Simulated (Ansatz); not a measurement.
System: CH8N3Si, charge 0, multiplicity 2. It need not be the lowest isomer of its formula. 
Coordinates optimised at B3LYP-D3(BJ)/def2-TZVP (Ansatz, a first-principles code):
```xyz
13

Si     0.0083    -0.0146    -0.0043
C      1.7198    -0.5763    -0.4047
N     -0.3969    -0.8184     1.4653
N     -0.8902    -0.2378    -1.4579
N     -0.2670     1.6435     0.3715
H      2.4306    -0.8822     0.3559
H      2.1332    -0.5320    -1.4069
H     -1.2755    -0.6303     1.9229
H     -0.0984    -1.7673     1.6249
H     -1.8547     0.0515    -1.5098
H     -0.7175    -1.0385    -2.0446
H      0.0492     2.0144     1.2534
H     -0.2231     2.3349    -0.3602
```
Charge 0, spin multiplicity 2.

Wanted: atomisation energy (electronic, to ground-state atoms), in kcal/mol. Cores are frozen in the correlated levels unless marked. Open shells are spin-unrestricted. No spin-orbit coupling. No relativistic terms. The coupled-cluster limit lacks core correlation, which all-electron functionals hold. CBS(X,Y): correlation extrapolated as X^-3; Hartree-Fock from the larger set.

```tsv
level	program	atomisation energy (kcal/mol)
r2SCAN-D3(BJ)/def2-TZVPD	Ansatz + dftd3	1111.2
B3LYP/def2-TZVPD	Ansatz	?
PBE0/def2-TZVP	Ansatz	?
LC-wPBE-D3(BJ)/def2-TZVPD	Ansatz + dftd3	1116.9
LC-wPBE-D4/def2-TZVPD	Ansatz + dftd4	1117.9
wB97X-V/def2-TZVPD	Ansatz	1119.6
B2PLYP-D4/def2-TZVPD	Ansatz + dftd4	?
SCS-MP2/6-31G	Ansatz	884.6
SCS-MP2/6-31G*	Ansatz	975.1
SCS-MP2/cc-pV(D+d)Z	Ansatz	1002.6
CCSD(T)/CBS(cc-pV(T+d)Z,cc-pV(Q+d)Z)	Ansatz	1115.6
```

**Question.** What belongs in the gaps?

**Answer.** 
- B3LYP/def2-TZVPD, atomisation energy (kcal/mol): 1110.2
- PBE0/def2-TZVP, atomisation energy (kcal/mol): 1105.5
- B2PLYP-D4/def2-TZVPD, atomisation energy (kcal/mol): 1104.5
